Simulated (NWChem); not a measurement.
Molecule: C3H5BFN; SMILES FB(N)C#CC

```xyz
11

C     -2.9504     0.6051     0.3583
C     -1.5362     0.3143     0.1833
C     -0.3424     0.0542     0.0345
B      1.1453    -0.2784    -0.1494
N      2.1510     0.6950    -0.0023
F      1.5200    -1.5430    -0.4623
H     -3.3097     0.2548     1.3489
H     -3.5640     0.0967    -0.4150
H     -3.1580     1.6937     0.2932
H      3.1406     0.4791    -0.1237
H      1.9485     1.6648     0.2320
```
Atoms are numbered in this order, from 1.

Results from NWChem. Pople sets run with spherical d functions. Geometry: optimised at PBE-D3(BJ)/def2-SVP. Atomic charges in e: unrestrained fits to the electrostatic potential beside Mulliken populations; buried atoms are poorly determined by the fit.

Question: What does the run give for Hartree-Fock/6-31G*? Quantities: ESP C1; Mulliken C1; ESP C2; Mulliken C2; ESP C3; Mulliken C3; ESP B4; Mulliken B4; ESP N5; Mulliken N5; relative RMS misfit of the potential (%).

Answer: 
```json
{
 "ESP C1": "-0.03",
 "Mulliken C1": "-0.57",
 "ESP C2": "0.10",
 "Mulliken C2": "0.12",
 "ESP C3": "-0.58",
 "Mulliken C3": "-0.35",
 "ESP B4": "1.08",
 "Mulliken B4": "0.78",
 "ESP N5": "-1.15",
 "Mulliken N5": "-0.96",
 "relative RMS misfit of the potential (%)": "25"
}
```
